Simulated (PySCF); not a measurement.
Molecule: SMILES C(P(C)C1CC1)P, C₅H₁₂P₂.

Cartesian coordinates in Å; atom numbers follow the order of the lines, from 1:
```xyz
19

C     0.530    1.887   -0.256
P     0.361    0.251    0.589
C     1.544   -0.743   -0.457
P     3.323   -0.578    0.057
C    -1.176   -0.294   -0.256
C    -2.486   -0.039    0.434
C    -1.954   -1.430    0.342
H    -0.271    2.535    0.094
H     1.482    2.345    0.009
H     0.465    1.780   -1.339
H     1.455   -0.482   -1.518
H     1.280   -1.801   -0.351
H     3.333    0.815    0.135
H     3.076   -0.688    1.424
H    -1.159   -0.216   -1.340
H    -2.462    0.447    1.398
H    -3.338    0.233   -0.171
H    -1.574   -1.886    1.245
H    -2.438   -2.126   -0.327
```

Frames of a GFN2-xTB Langevin trajectory at 600 K; GIAO PBE0/pcSseg-1 shieldings in PySCF 2.14.0 with density-fitted response routines, gas phase, non-relativistic; equivalent atoms averaged within each frame.

Referencing at the same level of theory: TMS for ¹³C (186.93 ppm) and ¹H (31.72 ppm); ³¹P (318.38 ppm) against H3PO4. The references are static minima.

How do the shifts (ppm) fluctuate along the trajectory?

## Answers


```
         time (fs)    C5    C3    C1  C6/C7     P2      P4  H13/H14  H11/H12    H15  H17/H19
optimised geometry  18.0  20.0  15.8    5.4  -24.7  -176.8     2.61     1.25   0.31     0.70
               250  45.2  32.9   8.8    6.7  -10.9  -169.2     3.89     3.10   3.01     1.38
               425  30.7  20.0  29.5    7.5    9.9  -144.1     3.43     2.74  -0.93     1.62
               625  27.5  22.6  37.0   12.8  -10.8  -155.6     2.80     2.04   2.20     1.09
               800  17.0  25.8   9.1   14.1    4.9  -131.9     3.51     2.38   0.74     1.55
              1000  14.7  23.6  15.0    9.6    5.6  -137.2     3.68     0.75   0.68     1.53
    mean of frames  27.0  25.0  19.9   10.1   -0.2  -147.6     3.46     2.20   1.14     1.44
standard deviation  12.2   4.9  12.8    3.2    9.9    15.0     0.41     0.90   1.52     0.21
```

5 frames give an uncertainty of the mean of about the standard deviation over 2.2 at best, since frames this close in time may not be independent; classical motion lacks zero-point vibration, and the reference would need the same averaging.
